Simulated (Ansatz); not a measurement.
TcO3H. Total charge 0; singlet. Geometry PBE-D4/def2-TZVP.

```xyz
5

Tc   -0.0524   -0.0079   -0.0361
O    -0.5544   -1.5953    0.2454
O    -1.1551    1.1461    0.5145
O     0.4520    0.2586   -1.6252
H     1.3098    0.1985    0.9014
```

In the def2 sets Tc takes a core potential; there is no spin–orbit coupling. At HF/def2-TZVP the restricted singlet is unstable: a solution with broken spin symmetry lies lower. The restricted singlet is unstable towards broken spin symmetry in Hartree–Fock (as tested in another run); at PBE-D4/def2-TZVP, r2SCAN-D4/def2-TZVPD, B97M-V/def2-TZVP, CAM-B3LYP-D4/def2-TZVP this wasn't settled.

Question: Estimate the orbital energies around the gap (eV) in Ansatz with HF/def2-TZVP, PBE-D4/def2-TZVP, r2SCAN-D4/def2-TZVPD, B97M-V/def2-TZVP, CAM-B3LYP-D4/def2-TZVP.

Answer: 
```csv
orbital,HF/def2-TZVP,PBE-D4/def2-TZVP,r2SCAN-D4/def2-TZVPD,B97M-V/def2-TZVP,CAM-B3LYP-D4/def2-TZVP
HOMO−9,-18.95,-12.16,-12.64,-12.72,-15.72
HOMO−8,-18.95,-12.16,-12.64,-12.72,-15.72
HOMO−7,-18.10,-11.64,-12.14,-12.21,-15.10
HOMO−6,-17.17,-11.43,-11.83,-11.81,-14.70
HOMO−5,-17.17,-11.43,-11.83,-11.81,-14.70
HOMO−4,-15.26,-9.81,-10.21,-10.25,-12.83
HOMO−3,-14.55,-9.31,-9.64,-9.64,-12.13
HOMO−2,-14.43,-8.79,-9.18,-9.26,-11.89
HOMO−1,-14.43,-8.79,-9.18,-9.26,-11.89
HOMO,-13.81,-8.48,-8.88,-8.97,-11.59
LUMO,-0.71,-4.94,-4.99,-4.92,-3.13
LUMO+1,-0.71,-4.94,-4.99,-4.92,-3.13
LUMO+2,0.66,-2.96,-2.92,-3.02,-1.33
LUMO+3,2.29,-2.00,-1.93,-1.90,-0.21
LUMO+4,2.29,-2.00,-1.93,-1.90,-0.21
LUMO+5,2.31,-0.23,0.21,-0.12,0.97
```
